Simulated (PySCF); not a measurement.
## Ionisation energy of Ce⁵⁶⁺ by level of theory

Ce⁵⁶⁺ 1s2 (1S) → Ce⁵⁷⁺ 1s1 (2S), as a difference of total energies. All numbers are calculated (PySCF 2.14, the non-relativistic Hamiltonian (point nucleus), in an even-tempered Gaussian basis (15 s from 130 bohr⁻², ratio 2.2; 7 p from 200 bohr⁻², ratio 2.4; 4 d from 600 bohr⁻², ratio 2.4; 3 f from 900 bohr⁻², ratio 2.4; 3 g from 1300 bohr⁻², ratio 2.4)). Correlated levels: nothing frozen; virtual orbitals above 40 to 60 times the deepest correlated orbital energy dropped. The calculations carry no spin-orbit coupling.

| method | ionisation energy (eV) |
| --- | --- |
| UHF | 44786.1 |
| LDA | 44723.3 |
| PBE | 44777.3 |
| PBE0 | 44779.8 |
| r2SCAN | 44787.5 |
| M06 | 44788.5 |
| M06-2X | 44785.9 |
| MP2 (all electrons) | 44787.4 |
| SCS-MP2 (all electrons) | 44787.6 |

The gap to the reference is mostly relativistic.

For comparison: 46840.31 ± 0.05 eV (theoretical estimate listed by NIST; NIST Atomic Spectra Database, ionization energies).
